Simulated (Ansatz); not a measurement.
Geometry optimisation, RKS r2SCAN-D4/def2-mTZVP (Ansatz).

The input (input.yaml):

```yaml
crystal:
  periodic: [false, false, false]
  atoms:
    - { symbol: Al, position_ang: [-1.31583, 0.3803, -0.88601] }
    - { symbol: Se, position_ang: [0.70671, 1.46338, -0.61404] }
    - { symbol: Al, position_ang: [-0.01009, 3.12749, -2.05081] }
    - { symbol: H, position_ang: [-1.54837, -0.66043, -1.99983] }
    - { symbol: H, position_ang: [-2.53609, 0.66344, 0.01328] }
    - { symbol: H, position_ang: [-0.70941, 4.40873, -1.55208] }
    - { symbol: H, position_ang: [0.18977, 3.04983, -3.57823] }
basis:
  gaussian: { orbitals: def2-mTZVP }
hamiltonian:
  xc: r2scan
  dispersion: d4
relax:
  f_tol: 0.015
  max_steps: 40
```

Run as:

```bash
$ ansatz run input.yaml --threads 2 --pin off --max-ram 3072MiB --backend cpu --events-out ev --progress --plain --runs-dir out
```

Where does it end, and by what steps?

The forces met the threshold. After 16 steps the energy has fallen by 0.555 eV; Se2 moved furthest, 1.71 Å.

| step | energy less start (eV) | largest force component (eV/Å) | accepted |
| --- | --- | --- | --- |
| 0 | 0.0000 | 0.631 | yes |
| 1 | -0.1070 | 0.211 | yes |
| 2 | -0.1197 | 0.077 | yes |
| 3 | -0.1266 | 0.075 | yes |
| 4 | -0.1409 | 0.174 | yes |
| 5 | -0.1650 | 0.320 | yes |
| 6 | -0.2013 | 0.511 | yes |
| 7 | -0.2709 | 0.552 | yes |
| 8 | -0.3629 | 0.326 | yes |
| 9 | -0.4225 | 0.225 | yes |
| 10 | -0.4357 | 0.556 | yes |
| 11 | -0.5268 | 0.143 | yes |
| 12 | -0.5463 | 0.086 | yes |
| 13 | -0.5527 | 0.072 | yes |
| 14 | -0.5541 | 0.039 | yes |
| 15 | -0.5544 | 0.062 | yes |
| 16 | -0.5550 | 0.003 | yes |

```xyz
7
Properties=species:S:1:pos:R:3
Al -1.501 0.322 -0.863
Se -0.661 2.336 -0.074
Al 0.013 3.267 -2.090
H -1.468 -0.013 -2.410
H -2.088 -0.663 0.226
H 0.693 4.693 -2.006
H -0.211 2.490 -3.451
```

Whether the end is a true minimum wasn't checked by a vibrational analysis.

Run time: 29 s on 2 threads of Intel(R) Xeon(R) Platinum 8488C (Sapphire Rapids), with other jobs on the host, peak memory 0.18 GiB.
